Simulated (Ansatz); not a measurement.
`OCO[SiH2]F`. Total charge 0; spin multiplicity 1.

```xyz
10

O    -1.2744    1.1193   -0.3754
C    -0.7450    0.0020   -1.0097
O     0.5465   -0.3204   -0.5565
Si    1.0044   -0.4350    1.0073
F     0.0602   -1.4636    1.7809
H    -0.7921    1.8996   -0.6646
H    -1.4318   -0.8202   -0.7953
H    -0.6621    0.1448   -2.0918
H     2.3757   -0.9795    0.9772
H     0.9187    0.8530    1.7280
```

**Question.** Give the diagnostics of a CCSD(T)/def2-TZVPP run (frozen core, the Gaussian-basis code of Ansatz). (An estimate is asked.)

**Answer.** Ansatz gave: T1 = 0.0118, largest single amplitude 0.011, largest double 0.014, (T) share of the correlation energy 3.3 %, 9 CCSD cycles. The RHF solution is stable towards an unrestricted one. T1 lies under the customary mark of 0.02 for closed shells.
